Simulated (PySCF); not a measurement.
HfOF, SMILES [O]=[Hf][F] (connectivity only; charge and spin as stated), neutral, multiplicity 2.

The structure is a stationary point at PBE-D3(BJ)/def2-TZVP. The spin state was assumed, not searched. The def2 effective core potentials stand for the cores of Hf; spin–orbit coupling is left out.

These are PBE0/def2-TZVPD run with PySCF values and carry that method's errors.

The molecule is in vacuum.

The total energy comes out as -223.05286 hartree and the point group is Cs. The α spin, highest occupied and lowest empty level is -5.97 and -2.50 eV, the β spin, highest occupied and lowest empty level comes out as -8.64 and -3.12 eV and the dipole moment comes out as 4.92 D. The quadrupole, principal values (traceless, Buckingham form, about the centre of nuclear charge) comes out as -8.72, 2.40, 6.32 D·Å, the mean static polarisability is 74.0 bohr³ (10.96 Å³) and the polarisability, principal values is 57.7, 74.5, 89.8 bohr³. The ⟨S²⟩ is 0.753 (pure state 0.75).
